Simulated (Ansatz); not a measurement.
C$_{2}$H$_{5}$AlOS$_{2}$. Total charge 0; spin multiplicity 1. The bonds changed during the relaxation, so this is another structure than the one it started from. All single points use the PBE0-D4/def2-TZVP geometry. It is one conformer, not always the lowest.

```xyz
11

C     1.579   -0.445   -1.285
Al    0.370   -0.936    0.158
O    -1.275    0.015    0.061
C    -1.106    0.754    1.075
S     0.334    0.613    1.966
S    -2.323    1.894    1.557
H     1.572    0.630   -1.480
H     1.311   -0.957   -2.215
H     2.609   -0.731   -1.049
H     0.099   -2.415    0.653
H    -3.169    1.579    0.559
```

Q: What is the dipole moment at B3LYP/def2-TZVPP? (Estimate.)

A: Ansatz gave: 2.03 D, with components (-1.44, 1.39, -0.34) D in this frame, pointing from negative to positive charge.

Q: And with PBE, r2SCAN, ωB97M-V? (Estimate.)

A: The calculation gave: PBE 1.96 D, r2SCAN 2.06 D, ωB97M-V 2.12 D.

Q: Give the Mulliken charges with B3LYP, r2SCAN, ωB97M-V in def2-TZVPP. (Best estimate.)

A: The calculation gave: 
```csv
atom,B3LYP,r2SCAN,ωB97M-V
C1,-0.45,-0.39,-0.52
Al2,0.52,0.53,0.47
O3,-0.31,-0.33,-0.31
C4,0.29,0.32,0.26
S5,-0.24,-0.25,-0.20
S6,-0.03,-0.02,-0.01
H7,0.09,0.06,0.10
H8,0.09,0.07,0.11
H9,0.09,0.06,0.10
H10,-0.16,-0.18,-0.13
H11,0.12,0.12,0.13
```

B3LYP here is the variant with VWN-RPA as its local correlation; programs differ in this.
